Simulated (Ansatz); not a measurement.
The cluster SiAu2. The state is a triplet with charge 0. Geometry PBE-D4/def2-TZVP; atoms count from 1.

```xyz
3

Au   -0.012    0.491    2.001
Au   -0.229   -1.053   -1.757
Si    0.241    0.562   -0.245
```

In the def2 sets Au takes a core potential; there is no spin–orbit coupling. At PBE0-D4/def2-TZVP a singlet of charge 0 lies 0.96 eV below the triplet, each at its own geometry. The structure comes from a short search, and lower isomers may exist.

Q: Estimate the Mulliken populations from the PBE0/def2-TZVP orbitals of Ansatz.

A: 
| atom | charge (e) | spin (α − β) | d electrons |
| --- | --- | --- | --- |
| Au1 | 0.14 | 0.32 | 9.67 |
| Au2 | 0.14 | 0.32 | 9.67 |
| Si3 | -0.27 | 1.36 | – |
Mulliken values and Mayer orders depend strongly on the basis.

Q: Where does the spin sit?

A: Summed by element: Au 0.64, Si 1.36, of 2 unpaired in all. Largest on single atoms: Si3 1.36, Au1 0.32, Au2 0.32.

Q: And the Mayer bond orders between bonded heavy atoms (over 0.3)?

A: Au1–Si3 1.28 (2.26 Å); Au2–Si3 1.28 (2.26 Å).
